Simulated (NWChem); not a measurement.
Molecule: CH$_{3}$AlClFO; SMILES [Al]([Cl])([O]C)[F]

```xyz
8

Al     0.2685    -0.1150     0.0000
F      1.9182     0.0191     0.0000
Cl    -0.5723    -2.0129     0.0000
O     -0.7246     1.2268     0.0000
C     -0.7202     2.6172     0.0000
H     -1.2471     3.0025     0.8897
H      0.2995     3.0420     0.0000
H     -1.2471     3.0025    -0.8897
```
Atoms are numbered in this order, from 1.

Coordinates come from a PBE0/def2-SVP optimisation.

 Unshifted, non-relativistic core excitations; the lowest 4 roots alone, so stronger bands may lie above.

List the first F K-edge excitations from BHandHLYP/6-311G** (spherical d), restricted-window TDA (NWChem).


| state | energy (eV) | dipole oscillator strength | leading excitation (squared amplitude) |
|---|---|---|---|
| S1 | 683.2 | 0.0097 | 1s of atom 2 or its equivalents → LUMO (0.92) |
| S2 | 684.2 | 0.0115 | 1s of atom 2 or its equivalents → LUMO+1 (0.93) |
| S3 | 686.4 | 0.0099 | 1s of atom 2 or its equivalents → LUMO+2 (0.81) |
| S4 | 687.0 | 0.0026 | 1s of atom 2 or its equivalents → LUMO+3 (0.86) |
